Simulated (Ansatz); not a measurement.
Program: Ansatz. Geometries: PBE0-D4/def2-TZVP. ΔE: electronic, gas phase. CCSD(T)/CBS is the MP2 limit (def2-TZVPP, def2-QZVPP) plus CCSD(T) − MP2 in def2-TZVPP, frozen cores. This one scheme is used for every species. DFT in def2-TZVPP. For Se outer-core shells are correlated without core-valence functions, which leaves a few kJ/mol of doubt a bond. Scalar relativity is left out up to krypton. One conformer a species, not always the lowest.

Reaction (formal exchange of groups at the Se–C bond): `B[Se]CF` + CH₃OH → `B[SeH]` + `COCF`

(1) Is it downhill or uphill in electronic energy at CCSD(T)/CBS, and by how much? (Estimate.)

(2) What do these levels give: PBE0, r2SCANh, CCSD(T)/def2-SVP, HF/def2-QZVPP, MP2/CBS(def2), CCSD/CBS(def2)? (An estimate is asked.)

Largest T1 diagnostic among the species: 0.013.

## Answers

(1) Ansatz gave: Downhill: ΔE = -0.11 eV.

(2) Computed: PBE0 -0.14, r2SCANh -0.17, CCSD(T)/def2-SVP -0.43, HF/def2-QZVPP -0.30, MP2/CBS(def2) -0.06, CCSD/CBS(def2) -0.13 eV.

In def2-TZVPP, CCSD(T) changes the Hartree–Fock value by +0.15 eV (the triples alone add +0.02 eV) and MP2 by +0.20 eV. Leaving LDA and LC-ωPBE aside and taking each functional with its dispersion term where it has one, the values, not all of them listed here, spread over 0.13 eV, from CAM-B3LYP-D4 to revPBE-D4. LDA lies −0.11 eV from PBE without D4.
